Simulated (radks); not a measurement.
Exchange energies: the exact (Fock) value of the Kohn-Sham orbitals and density-functional approximations, as 100 (|E| - |E exact|)/|E exact|, negative where the magnitude is too small. Species: Gd3+ [Xe] 4f7; Mn21+ [He] 2s2. All-electron calculation, non-relativistic Kohn-Sham, exchange-only PBE, spin-polarised, spherical densities, point nucleus. Program: a radial shooting solver on a logarithmic mesh with Libxc functionals. Every spin shell is full or empty, so the densities are truly spherical. Functionals are evaluated on that one density, not self-consistently.

functional           Gd3+     Mn21+
exact (hartree)  -235.729  -19.8754
LDA                 -4.21    -12.43
PBE                 -0.28     -0.89
PBEsol              -1.92     -5.11
revPBE              -0.17     +0.26
PW86                -0.19     +0.76
OPTX                +1.67     0.00
AM05                -3.95     -9.84
G96                 +0.52     -0.03
EV93                -0.32     +4.36
TPSS                -0.27     +0.57
SCAN                +0.18     -0.45
MS2                 -0.54     +0.55
Tao-Mo              -0.73     +0.72
TASK                -1.97     -3.42
MVS                 +0.13     -0.78
